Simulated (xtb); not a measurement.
H₃O₃Sn (SMILES [OH][Sn+]([OH])[OH]), charge +1, singlet, at a GFN2-xTB geometry (such geometries of metal compounds can be far from the true shape); GFN2-xTB (xtb).

xtb was given this input:
```
$ xtb mol.xyz --gfn 2 --chrg 1 --etemp 3000 --json

# file mol.xyz
7

Sn     0.01942207    -0.00714062    -0.00442667
O      1.66959151    -0.37653129    -0.74188999
H      1.96586891     0.02064047    -1.58009050
O     -0.41583386    -0.82058025     1.57713738
H     -1.29042726    -0.62436406     1.96732707
O     -1.30459097     1.11447543    -0.66936652
H     -1.23987843     1.62184352    -1.49294988
```

It wrote (shortened):

```
   ID    Z sym.   atoms
    1   50 Sn     1
    2    8 O      2, 4, 6
    3    1 H      3, 5, 7

           -------------------------------------------------
          |                Calculation Setup                |
           -------------------------------------------------

           -------------------------------------------------
          |                 G F N 2 - x T B                 |
           -------------------------------------------------

          ...................................................
          :                      SETUP                      :
          :.................................................:
          :  # basis functions                  25          :
          :  # atomic orbitals                  24          :
          :  # shells                           12          :
          :  # electrons                        24          :
          :  max. iterations                   250          :
          :  Hamiltonian                  GFN2-xTB          :
          :  restarted?                      false          :
          :  GBSA solvation                  false          :
          :  PC potential                    false          :
          :  electronic temp.         3000.0000000     K    :
          :  accuracy                    1.0000000          :
          :  -> integral cutoff          0.2500000E+02      :
          :  -> integral neglect         0.1000000E-07      :
          :  -> SCF convergence          0.1000000E-05 Eh   :
          :  -> wf. convergence          0.1000000E-03 e    :
          :  Broyden damping             0.4000000          :
          :  net charge                          1          :
          :  unpaired electrons                  0          :
          ...................................................

 iter      E             dE          RMSdq      gap      omega  full diag
   1     -0.3338382 -0.333838E+00  0.271E+01    1.40       0.0  T
   2     -9.5885627 -0.925472E+01  0.312E+01   16.81       1.0  T
   3    -11.3982070 -0.180964E+01  0.179E+01   13.54       1.0  T
   4    -15.2807412 -0.388253E+01  0.126E+01    4.70       1.0  T
   5    -13.9754586  0.130528E+01  0.950E+00    6.96       1.0  T
   6    -15.3613245 -0.138587E+01  0.517E+00    4.69       1.0  T
   7    -15.3551732  0.615127E-02  0.152E+00    4.76       1.0  T
   8    -15.3384113  0.167619E-01  0.402E+00    4.50       1.0  T
   9    -15.2973076  0.411036E-01  0.511E+00    4.45       1.0  T
  10    -15.3732744 -0.759668E-01  0.235E+00    4.52       1.0  T
  11    -15.3926267 -0.193523E-01  0.411E-01    4.62       1.0  T
  12    -15.3927220 -0.952756E-04  0.213E-01    4.60       1.0  T
  13    -15.3927253 -0.335598E-05  0.127E-01    4.60       1.0  T
  14    -15.3926341  0.912430E-04  0.196E-01    4.59       1.0  T
  15    -15.3926667 -0.326300E-04  0.144E-01    4.59       1.0  T
  16    -15.3927087 -0.419985E-04  0.810E-02    4.59       1.0  T
  17    -15.3927196 -0.108897E-04  0.597E-02    4.59       1.0  T
  18    -15.3927334 -0.137884E-04  0.102E-02    4.59       3.7  T
  19    -15.3927338 -0.356384E-06  0.703E-03    4.60       5.4  T
  20    -15.3927339 -0.132987E-06  0.116E-03    4.60      32.5  T
  21    -15.3927339 -0.899321E-08  0.313E-04    4.60     120.9  T
  22    -15.3927339 -0.126567E-09  0.139E-04    4.60     271.9  T

   *** convergence criteria satisfied after 22 iterations ***

         :::::::::::::::::::::::::::::::::::::::::::::::::::::
         ::                     SUMMARY                     ::
         :::::::::::::::::::::::::::::::::::::::::::::::::::::
         :: total energy             -15.334048950064 Eh    ::
         :: gradient norm              0.000075534011 Eh/a0 ::
         :: HOMO-LUMO gap              4.595059162577 eV    ::
         ::.................................................::
         :: SCC energy               -15.392731751447 Eh    ::
         :: -> isotropic ES            0.108609915442 Eh    ::
[...]
         6        2.0000           -0.7947276             -21.6256
         7        2.0000           -0.7775642             -21.1586
         8        2.0000           -0.7362276             -20.0338
         9        2.0000           -0.7327472             -19.9391
        10        1.9999           -0.7217403             -19.6396
        11        1.9999           -0.7178571             -19.5339
        12        1.9998           -0.7159442             -19.4818 (HOMO)
        13        0.0004           -0.5470789             -14.8868 (LUMO)
        14                         -0.4019918             -10.9388
        15                         -0.3467183              -9.4347
        16                         -0.3250377              -8.8447
        17                         -0.3164054              -8.6098
        18                         -0.2785754              -7.5804
        19                         -0.2576819              -7.0119
        20                         -0.1667409              -4.5373
        21                         -0.1007020              -2.7402
        22                          0.0053755               0.1463
        23                          0.1664150               4.5284
        24                          0.4342846              11.8175
      -------------------------------------------------------------
                  HL-Gap            0.1688653 Eh            4.5951 eV
             Fermi-level           -0.6268786 Eh          -17.0582 eV

     #   Z          covCN         q      C6AA      α(0)
     1  50 Sn       2.408     0.615   378.263    39.354
     2   8 O        1.581    -0.276    18.635     5.825
     3   1 H        0.825     0.412     0.460     1.064
     4   8 O        1.581    -0.256    18.299     5.772
     5   1 H        0.845     0.424     0.439     1.038
     6   8 O        1.581    -0.322    19.437     5.949
     7   1 H        0.818     0.403     0.478     1.085

 Mol. C6AA /au·bohr⁶  :       1154.346364
 Mol. C8AA /au·bohr⁸  :      78599.594878
 Mol. α(0) /au        :         60.088621

Wiberg/Mayer (AO) data.
largest (>0.10) Wiberg bond orders for each atom

 ---------------------------------------------------------------------------
     #   Z sym  total        # sym  WBO       # sym  WBO       # sym  WBO
 ---------------------------------------------------------------------------
     1  50 Sn   3.281 --     4 O    1.120     2 O    1.074     6 O    1.023
     2   8 O    2.369 --     1 Sn   1.074     3 H    0.799     6 O    0.273
                             4 O    0.218
     3   1 H    0.830 --     2 O    0.799
     4   8 O    2.382 --     1 Sn   1.120     5 H    0.792     6 O    0.236
                             2 O    0.218
     5   1 H    0.820 --     4 O    0.792
     6   8 O    2.342 --     1 Sn   1.023     7 H    0.811     2 O    0.273
                             4 O    0.236
     7   1 H    0.838 --     6 O    0.811
 ---------------------------------------------------------------------------

Topologies differ in total number of bonds
Writing topology from bond orders to xtbtopo.mol

molecular dipole:
                 x           y           z       tot (Debye)
 q only:       -0.300       0.658      -0.765
   full:       -0.338       0.902      -1.107       3.730
molecular quadrupole (traceless):
                xx          xy          yy          xz          yz          zz
 q only:       -0.239       0.547      -5.295      -7.408      -5.439       5.534
  q+dip:       -1.233       1.862      -5.293      -7.996      -5.261       6.526
   full:       -2.365       3.334      -4.141      -7.104      -3.841       6.506

           -------------------------------------------------
          | TOTAL ENERGY              -15.334048950064 Eh   |
          | GRADIENT NORM               0.000075534011 Eh/α |
          | HOMO-LUMO GAP               4.595059162577 eV   |
           -------------------------------------------------

normal termination of xtb
```
